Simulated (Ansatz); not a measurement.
Reaction (alkene loss): `B[SiH2]OCC` → `B[SiH2]O` + `C=C`

Isolated molecules relaxed with PBE0-D4/def2-TZVP in Ansatz; ΔE leaves out vibrations. CCSD(T)/CBS is the MP2 limit (def2-TZVPP, def2-QZVPP) plus CCSD(T) − MP2 in def2-TZVPP, frozen cores. This one scheme is used for every species. DFT in def2-TZVPP. Each species was taken in one conformer, which may not be the lowest.

(1) Is it downhill or uphill in electronic energy at CCSD(T)/CBS, and by how much? (Estimate.)

(2) What do these levels give: revPBE-D4, B97M-V, r2SCAN0-D4, BLYP, PBE0, r2SCANh, r2SCAN0, LC-ωPBE, RPA@PBE/def2-TZVPP, HF/def2-SVP, MP2/def2-QZVPP, MP2/CBS(def2)? (An estimate is asked.)

(3) What do rigid-rotor, harmonic-oscillator terms from PBE0-D4/def2-TZVP frequencies (298.15 K, 1 bar) make of the CCSD(T)/CBS value? (Best estimate.)

Largest T1 diagnostic among the species: 0.012.

Results:

(1) The calculation gave: Uphill: ΔE = +0.68 eV.

(2) The calculation gave: revPBE-D4 0.77, B97M-V 0.77, r2SCAN0-D4 0.87, BLYP 0.41, PBE0 0.80, r2SCANh 0.80, r2SCAN0 0.84, LC-ωPBE 0.88, RPA@PBE/def2-TZVPP 0.68, HF/def2-SVP 0.75, MP2/def2-QZVPP 0.74, MP2/CBS(def2) 0.73 eV.

(3) Ansatz gave: ΔZPE = -0.16 eV, ΔH = +0.55 eV, ΔS = 148 J/(mol·K), ΔG = +0.09 eV. Modes under 50 cm⁻¹ make the entropy rough.

At CCSD(T), def2-SVP lies +0.19 eV from the extrapolated value and def2-TZVPP +0.01 eV. From PBE to PBE0 (25 % exact exchange), in def2-TZVPP and without D4, ΔE moves by +0.10 eV.
